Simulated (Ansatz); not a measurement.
`[SiH3][NH][AlH][TeH]` + CH₄ → `[CH3][AlH][TeH]` + `N[SiH3]`  (formal exchange of groups at the Al–N bond)

Gas-phase electronic energies from Ansatz, PBE0-D4/def2-TZVP geometries. CCSD(T)/CBS adds triple-zeta CCSD(T) − MP2 to the extrapolated MP2 energy (def2 sets, frozen cores). This one scheme is used for every species. def2 core potentials past Kr. For Te outer-core shells are correlated without core-valence functions, which leaves a few kJ/mol of doubt a bond. One conformer a species, not always the lowest.

`[SiH3][NH][AlH][TeH]`:

Z-matrix (Å, degrees):
```
Si
N 1 1.726
H 1 1.489 2 111.8
H 1 1.485 2 108.1 3 119.7
H 1 1.489 2 112.0 3 -120.5
Al 2 1.781 1 133.8 3 -120.6
H 2 1.014 1 113.3 3 59.5
Te 6 2.527 2 123.0 1 -0.2
H 6 1.579 2 118.4 1 179.9
H 8 1.656 6 91.8 2 -0.0
```

CH₄:

Z-matrix (Å, degrees):
```
C
H 1 1.090
H 1 1.090 2 109.5
H 1 1.090 2 109.5 3 -120.0
H 1 1.090 2 109.5 3 120.0
```

`[CH3][AlH][TeH]`:

```xyz
8

C     0.990    0.107    1.054
Al   -0.302   -0.422   -0.303
Te   -1.467    1.391   -1.633
H     0.686   -0.266    2.038
H     1.114    1.190    1.127
H     1.970   -0.332    0.840
H    -0.672   -1.928   -0.627
H    -2.318    0.260   -2.495
```

`N[SiH3]`:

```xyz
7

N    -0.481   -0.075    0.949
Si    0.195    0.033   -0.629
H    -0.531    0.748    1.527
H    -0.307   -0.894    1.510
H    -0.439    1.186   -1.319
H     1.674    0.235   -0.694
H    -0.110   -1.233   -1.344
```

| species | CCSD(T)/CBS(def2) energy (Eh) |
| --- | --- |
| `[SiH3][NH][AlH][TeH]` | -857.22032 |
| CH₄ | -40.46206 |
| `[CH3][AlH][TeH]` | -550.83681 |
| `N[SiH3]` | -346.80422 |

(1) Work out ΔE.

Largest T1 diagnostic among the species: 0.011.

Answers

(1) ΔE = (-550.83681) + (-346.80422) − (-857.22032) − (-40.46206) = 0.04135 Eh = +108.6 kJ/mol.

The D4 term adds +8.0 kJ/mol with B3LYP and +4.6 kJ/mol with PBE0; it sums over pairs of atoms, weighted by their polarisabilities, and B3LYP, whose exchange is more repulsive, gets the larger term.

B3LYP here is the variant with VWN-RPA as its local correlation; programs differ in this.
